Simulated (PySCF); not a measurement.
Species: C3H13NSi3.
InChI=1S/C3H13NSi3/c5-3-7-2-1-6-4-7/h4,7H,1-3,6H2,5H3/t7-/m0/s1

A linear-response calculation (PySCF, def2-SVPD basis, gas phase, vertical, core orbitals frozen in the response) gave these numbers; the functional is withheld.

Orbital energies (eV): HOMO-3 -10.30, HOMO-2 -10.13, HOMO-1 -9.43, HOMO -8.51, LUMO 1.04, LUMO+1 1.23, LUMO+2 1.39.

| state | E (eV) | f | main configurations (H = HOMO, L = LUMO) |
| --- | --- | --- | --- |
| S1 | 6.35 | 0.013 | H→L (65%), H→L+1 (23%) |
| S2 | 6.92 | 0.013 | H→L+1 (39%), H→L+2 (32%), H→L (11%) |
| S3 | 7.34 | 0.011 | H→L+4 (42%), H→L+3 (24%) |
| S4 | 7.38 | 0.022 | H→L+2 (45%), H→L (14%), H→L+3 (12%) |
| S5 | 7.64 | 0.012 | H→L+5 (34%), H-1→L (21%), H→L+6 (16%) |
| S6 | 7.74 | 0.015 | H-1→L (28%), H-1→L+2 (18%), H→L+5 (13%) |

Triplets (Tamm–Dancoff): T1 6.03 eV, H→L (57%), H→L+1 (28%); T2 6.75 eV, H→L+2 (31%), H→L+1 (31%), H→L (15%); T3 7.10 eV, H→L+4 (36%), H→L+2 (18%), H→L+1 (8%); T4 7.14 eV, H→L+3 (27%), H→L+2 (24%), H→L (9%).

Vertical ionisation energy by ΔSCF with the same functional: 9.09 eV. Mean static polarisability: 119.5 au.

Question: Which of these was used?
A. PBE0
B. HF
C. CAM-B3LYP
D. PBE

Answer: C. CAM-B3LYP is range-separated, 19% exact exchange at short range and 65% at long range (ω = 0.33 bohr⁻¹). In this run −ε(HOMO) = 8.51 eV differs from the ΔSCF value by -0.58 eV, and S1 differs from the orbital gap of 9.55 eV by -3.20 eV. The ratio −ε(HOMO)/IP is 0.94. Small neutral molecules mostly give 0.85 to 0.93 with CAM-B3LYP, 0.5 to 0.7 with PBE, 0.7 to 0.83 with PBE0; with Hartree–Fock the ratio is 1 or more (Koopmans' value less the relaxation energy is the ΔSCF value). The other options: PBE, a GGA without exact exchange; HF, time-dependent Hartree–Fock, 100% exact exchange; PBE0, a global hybrid with 25% exact exchange.

Method: TDDFT CAM-B3LYP/def2-SVPD, vertical, gas phase, core orbitals frozen in the response in PySCF 2.14.0, density-fitted response routines. Isolated species at its PBE0-D3(BJ)/def2-SVP geometry (one conformer only).
